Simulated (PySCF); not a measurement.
## Static response to an electric field

Compound: C3H10AsNSi.
Geometry (PBE0-D3(BJ)/def2-SVP, Å), atoms numbered from 1 in this order:
```xyz
16
C3H10AsNSi angstrom
C      2.0348    0.2448   -0.8045
C      1.5079    0.9279    0.2111
C      0.4937    0.3947    1.1848
N      0.0652   -0.9671    0.9949
Si    -1.1639   -1.4988   -0.1077
As    -2.8405    0.1759   -0.1479
H      1.7441   -0.7922   -0.9956
H      2.7676    0.6967   -1.4772
H      1.8157    1.9676    0.3818
H      0.8897    0.5227    2.2100
H     -0.3918    1.0593    1.1594
H      0.7286   -1.6560    1.3326
H     -1.7573   -2.7632    0.4275
H     -0.6947   -1.7963   -1.5030
H     -3.6136   -0.5995   -1.2110
H     -2.0977    0.9874   -1.2060
```

Level: PBE0/def2-SVPD (PySCF), static field, nuclei fixed, core orbitals frozen in the response. The polarisability tensor in these axes (au):

```
x   116.40  -3.03  -2.03
y    -3.03 103.36   4.28
z    -2.03   4.28  96.16
```

Give the principal values, the mean and the anisotropy Δα = √{½[(α1 − α2)² + (α2 − α3)² + (α1 − α3)²]}.

Principal values 94.15, 104.28 and 117.49 au; mean 105.31 au = 15.60 Å³ = 17.36 × 10⁻⁴⁰ C²·m²/J; Δα = 20.27 au (19 % of the mean).

What is the dipole moment, and where does it point?

(1.13, 0.02, 0.39) D, 1.20 D in size, pointing from the negative to the positive side. Measured along this direction, the outermost atoms are H15 at the negative end and H8 at the positive end.

Rayleigh depolarisation ratio (linearly polarised light, static tensor)?

ρ = 3Δα²/(45ᾱ² + 4Δα²) = 1232.6/(499029 + 1643.5) = 0.00246.

Along which axes do the principal values lie, and how far do the nuclei extend along each?

Largest value along (0.96, -0.25, -0.14), where the nuclei span 5.83 Å; middle along (0.28, 0.88, 0.39), 5.14 Å; least along (0.03, -0.41, 0.91), 3.48 Å. The response follows the extents in order.

In a dilute gas of rigid molecules at 273 K, how does the orientational term μ²/3kT compare with the electronic polarisability?

In Gaussian units μ²/3kT = 12.63 Å³ against 15.60 Å³, a ratio of 0.81; the Debye molar polarisation (4π/3)N_A(α + μ²/3kT) is 71.2 cm³/mol, leaving out the vibrational part.

Isolated species at its PBE0-D3(BJ)/def2-SVP geometry (one conformer only). The calculation is non-relativistic, for arsenic too.
